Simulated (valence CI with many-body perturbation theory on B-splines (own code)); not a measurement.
Values are calculated unless marked as measured or tabulated.
## Te XL: what the settings do

Method: valence CI with perturbative core correlation (CI+MBPT): three valence electrons over a frozen Dirac-Fock core [Ne], a basis of 6 s, 6 p, 5 d, 3 f, 1 g functions for each j, with the one-electron correlation potential Σ1 (screened to all orders), the two-electron term Σ2, the three-electron term Σ3, Breit, model QED; selected single and double excitations, second order for the rest, scaled by the run's own slope (own B-spline code, finite nucleus).

No measured spectrum was set against this ion. As an estimate, large intervals hold to a few tenths of a per cent, small ones and those within an open d or f shell to about a per cent.

The reference run has the lowest level (3s^2 3p1/2) J=1/2 and an ionisation energy of 2789.55 eV. Its largest variational space holds 2843 state functions.

Levels are named by their leading jj configuration (3d3/2^4 stands for four electrons in 3d with j = 3/2), which in mixed levels can hold well under half, so a name can repeat and another be missing. Letters in brackets count levels of one name in rising energy.

Changed runs:
A. logarithmic knot step 0.27 → 0.2
B. selection threshold (hartree) 2e-08 → 1e-06
C. scale of Σ2 1 → 1.2
D. size limit of the variational space 10000 → 300; second order for the rest on → off (bad on purpose)

Excitation energies of the reference run in cm⁻¹, and shifts in cm⁻¹:

```
                     Level  Reference        A     B      C      D
        (3s^2 3p3/2) J=3/2     558098     -3.9     0    +68   +425
        (3s 3p1/2^2) J=1/2     769669     +5.5  +0.3    +73   -192
(3s 3p1/2 3p3/2) J=3/2 [a]    1197770     +1.7  +0.1   +368    +26
    (3s 3p1/2 3p3/2) J=5/2    1282420     +1.3     0   +220   +233
(3s 3p1/2 3p3/2) J=3/2 [b]    1401540     -0.1  +0.1    -52   +555
    (3s 3p1/2 3p3/2) J=1/2    1468220     +1.8  +0.6   -712    +65
        (3s 3p3/2^2) J=5/2    1745070     -6.2  -0.1   +208   +278
        (3s^2 3d3/2) J=3/2    1748840      -10     0   -849  +1092
        (3s^2 3d5/2) J=5/2    1936110     -7.2     0   -692   +768
        (3s 3p3/2^2) J=1/2    2030190     -2.3  +0.5   -320    +11
        (3s 3p3/2^2) J=3/2    2069490     -2.6  +0.2   -801   +812
     (3p1/2^2 3p3/2) J=3/2    2192070     +5.0  +0.1   -285   +799
    Ionisation energy (eV)    2789.55  -0.0011     0  -0.03  -0.09
```
